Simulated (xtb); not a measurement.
C$_{2}$H$_{6}$B$_{3}$O$_{3}$ (SMILES CB1O[B]OB(C)O1), doublet, geometry from GFN2-xTB, atoms displaced at random by about 0.06 Å a coordinate; GFN2-xTB in xtb.

The xtb input:
```
$ xtb mol.xyz --gfn 2 --chrg 0 --uhf 1 --opt --json

# file mol.xyz
14

C     -2.48817276    -0.96479283     0.50196231
B     -1.15789948    -0.15896596     0.14421678
O     -1.01306175     1.24046881     0.08851865
B      0.05291950     1.83706801    -0.17802800
O      1.19470878     1.06297305    -0.34827110
B      1.19459338    -0.28647958    -0.10537669
C      2.44133196    -1.15601645    -0.26958827
O      0.07682637    -1.03124909     0.05324633
H     -3.40876373    -0.31051051     0.50647445
H     -2.79651470    -1.67923979    -0.12861471
H     -2.43562426    -1.31582527     1.52125108
H      2.56327671    -1.76832472     0.40966826
H      3.35775098    -0.40976220    -0.39724661
H      2.57319879    -1.71195136    -1.29121532
```

It wrote (shortened):

```
   ID    Z sym.   atoms
    1    6 C      1, 7
    2    5 B      2, 4, 6
    3    8 O      3, 5, 8
    4    1 H      9-14

           -------------------------------------------------
          |                Calculation Setup                |
           -------------------------------------------------

           -------------------------------------------------
          |                 G F N 2 - x T B                 |
           -------------------------------------------------

          ...................................................
          :                      SETUP                      :
          :.................................................:
          :  # basis functions                  38          :
          :  # atomic orbitals                  38          :
          :  # shells                           22          :
          :  # electrons                        41          :
          :  max. iterations                   250          :
          :  Hamiltonian                  GFN2-xTB          :
          :  restarted?                      false          :
          :  GBSA solvation                  false          :
          :  PC potential                    false          :
          :  electronic temp.          300.0000000     K    :
          :  accuracy                    1.0000000          :
          :  -> integral cutoff          0.2500000E+02      :
          :  -> integral neglect         0.1000000E-07      :
          :  -> SCF convergence          0.1000000E-05 Eh   :
          :  -> wf. convergence          0.1000000E-03 e    :
          :  Broyden damping             0.4000000          :
          :  net charge                          0          :
          :  unpaired electrons                  1          :
          ...................................................

 iter      E             dE          RMSdq      gap      omega  full diag
   1    -23.2131272 -0.232131E+02  0.901E+00    1.57       0.0  T
   2    -23.4792440 -0.266117E+00  0.585E+00    0.13       1.0  T
   3    -23.5050417 -0.257977E-01  0.348E+00    2.65       1.0  T
   4    -23.5869500 -0.819083E-01  0.123E+00    0.88       1.0  T
   5    -23.5966156 -0.966552E-02  0.665E-01    1.59       1.0  T
   6    -23.5963898  0.225772E-03  0.311E-01    1.65       1.0  T
   7    -23.5969255 -0.535687E-03  0.143E-01    1.57       1.0  T
   8    -23.5970376 -0.112119E-03  0.602E-02    1.52       1.0  T
   9    -23.5970532 -0.155804E-04  0.322E-02    1.51       1.0  T
  10    -23.5970576 -0.438796E-05  0.334E-03    1.49       8.0  T
  11    -23.5970577 -0.126025E-06  0.142E-03    1.50      18.8  T
  12    -23.5970577 -0.656416E-08  0.705E-04    1.49      37.9  T
  13    -23.5970577 -0.685566E-08  0.255E-04    1.49     104.7  T

   *** convergence criteria satisfied after 13 iterations ***

         :::::::::::::::::::::::::::::::::::::::::::::::::::::
         ::                     SUMMARY                     ::
         :::::::::::::::::::::::::::::::::::::::::::::::::::::
         :: total energy             -23.347277036194 Eh    ::
         :: gradient norm              0.354091203330 Eh/a0 ::
         :: HOMO-LUMO gap              1.494622773902 eV    ::
         ::.................................................::
         :: SCC energy               -23.597045227430 Eh    ::
         :: -> isotropic ES            0.132404826027 Eh    ::
         :: -> anisotropic ES          0.000447951221 Eh    ::
         :: -> anisotropic XC          0.000554755499 Eh    ::
         :: -> dispersion             -0.008013522529 Eh    ::
         :: repulsion energy           0.249768191236 Eh    ::
         :: add. restraining           0.000000000000 Eh    ::
         :: total charge              -0.000000000000 e     ::
         :::::::::::::::::::::::::::::::::::::::::::::::::::::

      -----------------------------------------------------------
     |                   =====================                   |
[...]
 * total energy  :   -23.3472770 Eh     change       -0.5518288E-09 Eh
 * total energy  :   -23.4081232 Eh     change       -0.6084617E-01 Eh
 * total energy  :   -23.4196503 Eh     change       -0.1152706E-01 Eh
 * total energy  :   -23.4206132 Eh     change       -0.9629385E-03 Eh
 * total energy  :   -23.4208496 Eh     change       -0.2363759E-03 Eh
 * total energy  :   -23.4209097 Eh     change       -0.6013176E-04 Eh
 * total energy  :   -23.4209269 Eh     change       -0.1715052E-04 Eh
 * total energy  :   -23.4209334 Eh     change       -0.6559410E-05 Eh
 * total energy  :   -23.4209354 Eh     change       -0.1973463E-05 Eh
   *** GEOMETRY OPTIMIZATION CONVERGED AFTER 9 ITERATIONS ***
         :: total energy             -23.420935391578 Eh    ::
[...]
        27                          0.1856266               5.0512
        28                          0.1997224               5.4347
        29                          0.2173111               5.9133
        30                          0.2244743               6.1083
        31                          0.2257578               6.1432
        32                          0.2329731               6.3395
       ...                                ...                  ...
        38                          0.6409750              17.4418
      -------------------------------------------------------------
                  HL-Gap            0.0882991 Eh            2.4027 eV
             Fermi-level           -0.2994934 Eh           -8.1496 eV

     #   Z          covCN         q      C6AA      α(0)
     1   6 C        3.673    -0.205    24.827     7.141
     2   5 B        2.560     0.450    15.959     6.841
     3   8 O        1.575    -0.389    20.682     6.137
     4   5 B        1.668     0.362    34.153    12.316
     5   8 O        1.575    -0.388    20.677     6.136
     6   5 B        2.560     0.450    15.958     6.840
     7   6 C        3.673    -0.205    24.829     7.141
     8   8 O        1.575    -0.392    20.747     6.146
     9   1 H        0.925     0.050     2.317     2.381
    10   1 H        0.925     0.054     2.275     2.359
    11   1 H        0.925     0.055     2.256     2.349
    12   1 H        0.925     0.053     2.281     2.362
    13   1 H        0.925     0.050     2.315     2.379
    14   1 H        0.925     0.056     2.251     2.346

 Mol. C6AA /au·bohr⁶  :       2128.831902
 Mol. C8AA /au·bohr⁸  :      53691.579115
 Mol. α(0) /au        :         72.873617

Wiberg/Mayer (AO) data.
largest (>0.10) Wiberg bond orders for each atom

 ---------------------------------------------------------------------------
     #   Z sym  total        # sym  WBO       # sym  WBO       # sym  WBO
 ---------------------------------------------------------------------------
     1   6 C    3.985 --     2 B    0.997     9 H    0.987    10 H    0.972
                            11 H    0.967
     2   5 B    3.331 --     8 O    1.114     3 O    1.090     1 C    0.997
     3   8 O    2.374 --     4 B    1.174     2 B    1.090
     4   5 B    2.511 --     3 O    1.174     5 O    1.173
     5   8 O    2.375 --     4 B    1.173     6 B    1.092
     6   5 B    3.331 --     8 O    1.112     5 O    1.092     7 C    0.998
     7   6 C    3.985 --     6 B    0.998    13 H    0.987    12 H    0.974
                            14 H    0.966
     8   8 O    2.374 --     2 B    1.114     6 B    1.112
     9   1 H    0.997 --     1 C    0.987
    10   1 H    0.997 --     1 C    0.972
    11   1 H    0.997 --     1 C    0.967
    12   1 H    0.997 --     7 C    0.974
    13   1 H    0.997 --     7 C    0.987
    14   1 H    0.997 --     7 C    0.966
 ---------------------------------------------------------------------------

Topologies differ in total number of bonds
Writing topology from bond orders to xtbtopo.mol

molecular dipole:
                 x           y           z       tot (Debye)
 q only:       -0.000      -0.114       0.009
   full:       -0.006      -0.406       0.036       1.036
molecular quadrupole (traceless):
                xx          xy          yy          xz          yz          zz
 q only:        0.154      -0.019      -0.219      -0.140       0.036       0.066
  q+dip:        0.154      -0.043      -2.873       0.230       0.603       2.718
   full:       -0.886       0.015      -3.691       0.765       0.869       4.577

optimized geometry written to: xtbopt.xyz

           -------------------------------------------------
          | TOTAL ENERGY              -23.420935391578 Eh   |
          | GRADIENT NORM               0.000783925493 Eh/α |
          | HOMO-LUMO GAP               2.402739472640 eV   |
           -------------------------------------------------

normal termination of xtb
```
